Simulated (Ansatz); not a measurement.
**Question.** Name a neutral molecule of Al, N, O and H with zero-point energy (PBE0-D4/def2-TZVP) between 133 and 149 kJ/mol and HOMO–LUMO gap (PBE/def2-TZVPP) between 4.85 and 5.15 eV (Ansatz, PBE0-D4/def2-TZVP geometry).

**Answer.** `[NH2][Al]([OH])[OH]` (139.2 kJ/mol, 4.88 eV). Other molecules can fit too; these were computed, each in one conformer that needn't be the lowest.
